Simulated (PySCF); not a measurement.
**OsS3F2 at several levels of theory**

Computed with PySCF 2.14.0 (density fitting, no spin-orbit coupling) at the geometry relaxed with B3LYP:

```xyz
6
OsS3F2 (singlet)
Os   -0.0467    0.0000    0.0000
S    -1.1134    0.0000    1.8417
S    -1.1134    0.0000   -1.8417
S     2.0818    0.0000    0.0000
F    -0.0459    1.9330    0.0000
F    -0.0459   -1.9330    0.0000
```

```
level                                              basis    state  HOMO (eV)  gap (eV)  charge on Os1 (e)  dipole about the centre of mass (D)  largest force component (eV/Å)
B3LYP     Os def2-SVP with ECP60, S def2-SVP, F def2-SVP  singlet      -8.01      2.55               0.66                                 0.01                            0.01
TPSSh                                           the same  singlet      -7.76      1.99               0.73                                 0.01                            0.24
B3LYP  Os def2-TZVP with ECP60, S def2-TZVP, F def2-TZVP  singlet      -8.06      2.53               1.04                                 0.01                            0.43
B3LYP          Os x2c-SVPall, S x2c-SVPall, F x2c-SVPall  singlet      -8.03      2.48              -0.02                                 0.01                            0.49
```

Charges are Mulliken's, which hang on the basis. The relaxation used the grid (50, 194), these runs (75, 302) or, all-electron (x2c bases, spin-free X2C Hamiltonian), (99, 590).

**Question.** A further run in the first row's basis gives HOMO (eV) -8.34, gap (eV) 2.88, charge on Os1 (e) 0.69, dipole about the centre of mass (D) 0.01, largest force component (eV/Å) 0.68. Which level was it?
A. HF
B. PBE0
C. wB97X

**Answer.** B. The others give HOMO -10.44 eV (wB97X); -10.01 eV (HF).

In the first row's basis the gap widens with exact exchange: 2.0 to 2.9 eV for TPSSh, B3LYP, PBE0 (a fixed share); 6.7 to 7.1 eV for wB97X, Hartree–Fock (rising or full at long range).

Small gap, closed shell not tested for a spin-broken solution: TPSSh.
